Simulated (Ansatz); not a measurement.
Input file for Ansatz (a program for electronic structure): R-r2SCAN/def2-TZVPPD on H2 (SMILES [H][H]) with ghost functions. Files ending in .json are basis or fitting sets from the Basis Set Exchange.

Ansatz 0.2 input:
```yaml
crystal:
  periodic: [false, false, false]
  atoms:
    - {symbol: H, position_ang: [-0.47155420, -0.71689305, 3.41588380]}
    - {symbol: H, position_ang: [-0.27556438, -0.25743137, 2.86425653]}
basis:
  gaussian:
    orbitals: def2-TZVPPD.json
    ghost_atoms:
      - {symbol: O, position_ang: [1.09761530, 0.96675209, 0.72807596]}
      - {symbol: S, position_ang: [0.47023651, 0.35730536, -0.41449356]}
      - {symbol: O, position_ang: [-0.91787710, -0.00945617, -0.32984835]}
hamiltonian:
  xc: {name: r2SCAN}
scf: {lower_state_search: off}
```

The log:

```
WARN ansatz: RAYON_NUM_THREADS=2 ignored (pool sized by the plan → 2); use --threads N
Functional definition: r2SCAN
these checks for a lower state are left out or cut short: stability, starts, cluster_reference, orbital_swaps, neighbouring_geometries, increment
integrals: 0.07 GiB planned
797 factors; their error is unknown
mean field: 0.52 GiB planned
mean field evaluation 1: about -31.6811 eV, gradient 7.6e0 eV
mean field evaluation 2: about -31.8671 eV, gradient 1.8e0 eV
mean field evaluation 4: about -31.8760 eV, gradient 4.2e-2 eV
mean field evaluation 8: about -31.8729 eV, gradient 1.0e-4 eV
mean field -31.87293527 eV, -1.1713087669 hartree, gradient 1.7e-7 eV, S^2 0.000000; 0 other end points of the search recorded, 0 dependent functions left out
reference -31.87294248 eV, -1.1713090319 hartree; 1, 1 occupied and 164, 164 virtual orbitals, 797 factors
Total energy: -31.87294248 eV, -1.1713090319 hartree
Checks for a lower state left out: stability, starts, cluster_reference, orbital_swaps, neighbouring_geometries, increment
```

The run converged.

Cost: around 2.0 core-seconds (rough).
